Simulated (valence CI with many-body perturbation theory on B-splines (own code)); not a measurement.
Run record, Tb44+

Computed by relativistic CI+MBPT: three valence electrons over a frozen Dirac-Fock core [Ar], radial functions for each j: 6 s, 6 p, 5 d, 5 f, 1 g, with the one-electron correlation potential Σ1 (screened to all orders), the two-electron term Σ2, the three-electron term Σ3, Breit, model QED; selected single and double excitations, second order for the rest, scaled by the run's own slope (own B-spline code, finite nucleus).

Command, and the settings that its task file holds:

```sh
python run_cv.py task.json out
```

```
atom Tb  Z=65  mass_number=159  rms_radius_fm=5.0600
core [Ar]
valence 3d3
avg = 1
basis = S
breit = 1
cap = 10000
capref = 1200
cscale = 1
de = 0.0
dress = 0
eps = 2e-08
extrap = 1
h = 0.27
hh = 1
l2 = 3
lcore = 6
maxit = 60
n2 = 5
natural = 1
nlev = 20
nno = [3, 3, 3, 3, 1]
nroot = 26
nsp = [3, 3, 2, 2, 0]
pt2 = 1
qed = 1
rmax = 0.71
rpa = 1
s1 = 1
s2 = 1
s3 = 1
screen = 1
tol = 2e-05
whole = 1
```

It took 12 s on 1 thread of Arm Neoverse V1, on a shared host.

Log. The first blocks belong to the next ion, which gives the ionisation energy. Fields: 2J, parity (1 odd), roots, reference size, generating configurations, candidates as configurations/state functions, variational space P, stored matrix elements, Davidson steps; e2 is the range of second-order energies in hartree. The first line gives the box (bohr), its intervals, the orbitals and the steps of their self-consistent field. Window is the range of levels sought, series limit the energy at which the first omitted orbital would enter, core excitation an estimate of the first excitation out of the core, left out the lowest levels not solved, and shifts from estimates the range by which levels moved from their first estimate, all in cm⁻¹.

```
rmax 0.7 intervals 52 orbitals 40 references ['3d3', '3d2 4s'] scf 2 t 0.4
2J=4 par=0 roots 2 ref 42 generators 3 cand 293/293 P 298/298 nnz 0 it 0
2J=4 par=0 roots 2 ref 42 generators 3 cand 37/37 P 323/323 nnz 0 it 0
   second order: generators 6 cand 12/12 e2 -0.00000 -0.00000
2J=0 par=0 roots 2 ref 17 generators 2 cand 108/108 P 124/124 nnz 0 it 0
2J=0 par=0 roots 2 ref 17 generators 2 cand 1/1 P 124/124 nnz 0 it 0
   second order: generators 4 cand 1/1 e2 -0.00000 -0.00000
2J=6 par=0 roots 2 ref 32 generators 2 cand 250/250 P 239/239 nnz 0 it 0
2J=6 par=0 roots 2 ref 32 generators 3 cand 43/43 P 269/269 nnz 0 it 0
   second order: generators 7 cand 13/13 e2 -0.00000 -0.00000
reference levels 228, estimated 19, window 1114983 1/cm; series limit 12152241, core excitation 1959136
2J=3 par=0 roots 5 ref 23 generators 4 cand 255/512 P 681/1713 nnz 0 it 4
2J=3 par=0 roots 5 ref 23 generators 4 cand 130/236 P 740/1845 nnz 0 it 4
   second order: generators 4 cand 71/104 e2 -0.00000 -0.00000
2J=5 par=0 roots 5 ref 25 generators 3 cand 273/631 P 655/1910 nnz 0 it 3
2J=5 par=0 roots 5 ref 25 generators 3 cand 162/357 P 745/2138 nnz 0 it 3
   second order: generators 3 cand 72/129 e2 -0.00000 -0.00000
2J=7 par=0 roots 3 ref 19 generators 2 cand 281/670 P 590/1671 nnz 0 it 3
2J=7 par=0 roots 3 ref 19 generators 2 cand 178/410 P 696/1951 nnz 0 it 3
   second order: generators 2 cand 72/130 e2 -0.00000 -0.00000
2J=9 par=0 roots 3 ref 14 generators 3 cand 233/440 P 520/1376 nnz 0 it 4
2J=9 par=0 roots 3 ref 14 generators 3 cand 145/239 P 584/1507 nnz 0 it 4
   second order: generators 3 cand 81/108 e2 -0.00000 -0.00000
2J=1 par=0 roots 2 ref 13 generators 2 cand 238/366 P 587/935 nnz 0 it 0
2J=1 par=0 roots 2 ref 13 generators 2 cand 133/192 P 647/1034 nnz 0 it 0
   second order: generators 2 cand 73/93 e2 -0.00000 -0.00000
2J=11 par=0 roots 1 ref 6 generators 1 cand 215/370 P 352/809 nnz 0 it 0
2J=11 par=0 roots 1 ref 6 generators 1 cand 150/234 P 411/924 nnz 0 it 0
   second order: generators 1 cand 91/119 e2 -0.00000 -0.00000
left out: unestimated 12148954, estimated none, shifts from estimates -0 to 0
operators 1.0
```

The Davidson iterations converged. The settings are bad on purpose, so the numbers may not be properties of the ion.

No measured spectrum was set against this ion. As an estimate, large intervals hold to a few tenths of a per cent, small ones and those within an open d or f shell to about a per cent. Only levels of the ground parity were solved; by the run's estimate the other parity begins above the list, which can be wrong where configurations are misplaced.

```yaml
Valence_energy: -407.4113 hartree
Ionisation_energy: "3573.3 eV (NIST: 3573 ± 4 eV (theoretical))"
Reference_configurations_for_the_orbitals: 3d3, 3d2 4s
Radial_orbitals: 40
Box_radius: 0.71 bohr
Largest_variational_space: 2138
Lowest_levels: (3d3/2^3) J=3/2 0, (3d3/2^2 3d5/2) J=5/2 [a] 264220, (3d3/2^2 3d5/2) J=3/2 310890, (3d3/2^2 3d5/2) J=7/2 330530, (3d3/2^2 3d5/2) J=9/2 336050, (3d3/2^2 3d5/2) J=1/2 345840, (3d3/2^2 3d5/2) J=5/2 [b] 491070, (3d3/2 3d5/2^2) J=7/2 [a] 592130, (3d3/2 3d5/2^2) J=9/2 620350, (3d3/2 3d5/2^2) J=3/2 [a] 655670, (3d3/2 3d5/2^2) J=1/2 675150, (3d3/2 3d5/2^2) J=11/2 688270, (3d3/2 3d5/2^2) J=5/2 [a] 695830, (3d3/2 3d5/2^2) J=5/2 [b] 741440 cm⁻¹
```

Levels are named by their leading jj configuration (3d3/2^4 stands for four electrons in 3d with j = 3/2), which in mixed levels can hold well under half, so a name can repeat and another be missing. Letters in brackets count levels of one name in rising energy.
